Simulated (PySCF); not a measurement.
# Calculated NMR data

PySCF calculation with GIAO PBE0/pcSseg-1 shieldings, geometry: GFN2-xTB and B3LYP/pcJ-1 coupling constants (spin–dipole term left out of most H,H and C,H couplings); fast rotation and ring inversion assumed for equivalent nuclei, no solvent model, no relativistic terms, single conformer.

Referencing at the same level of theory: ¹H, ¹³C against TMS. Multiplet labels drop J under 1 Hz and among equivalent protons, and merge close values. Unscaled 3J(H,H) run several per cent high. Where no couplings were computed, multiplicities follow the n + 1 count of equivalent neighbours, and m marks all less simple cases (inequivalent or close neighbours, rings, F or P nearby). Vicinal couplings that depend on rotamer populations or ring flexing (ring, CH–CH, X–H and H–F types) are those of the one conformer. One-bond C–F couplings are unscaled and too large by tens of Hz. Shifts are as computed. Against solution values, carbons near 30 ppm lie about +3 ppm off and those near 130 ppm about +5 ppm. Of 1211 compounds with measured shifts, 218 miss one by over three times the rms of a fit or turn the order of signals round; such compounds aren't used in these exercises.

Compound 1 (C₇H₁₁N). ¹H NMR (600 MHz, computed): δ 7.73 (d, 1H), 7.20 (m, 1H), 6.60 (m, 1H), 5.92 (q, 1H), 5.74 (m, 1H), 2.35 (d, 3H), 1.91 (s, 3H). ¹³C{¹H} NMR (computed): δ 150.6, 147.1, 142.0, 140.5, 129.4, 19.1, 16.5. Structure: SMILES C/C=C(\N=C\C=C)C.

Compound 2 (C₄H₄FNO). ¹H NMR (600 MHz, computed): δ 6.15 (ddd, J = 76.6, 5.1, 2.5 Hz, 1H), 4.98 (ddd, J = 10.4, 8.7, 5.1 Hz, 1H), 3.25 (m, 1H), 2.94 (m, 1H). ¹³C{¹H} NMR (computed): δ 122.0 (C), 115.5 (CH, d, J = 312.4 Hz), 62.5 (CH, d, J = 4.6 Hz), 39.5 (CH2, d, J = 26.6 Hz). Structure: `[C@@H]1(C#N)C[C@H](F)O1`.

Compound 3 (C₄H₃FN₂). ¹H NMR (600 MHz, computed): δ 8.78 (ddd, J = 4.6, 2.7, 1.1 Hz, 1H), 8.72 (dt, J = 10.8, 1.3 Hz, 1H), 8.54 (ddd, J = 2.7, 2.1, 1.5 Hz, 1H). ¹³C{¹H} NMR (computed): δ 170.9 (d, J = 327.4 Hz), 148.6 (d, J = 5.8 Hz), 147.6, 138.8 (d, J = 28.5 Hz). Structure: SMILES Fc1cnccn1.
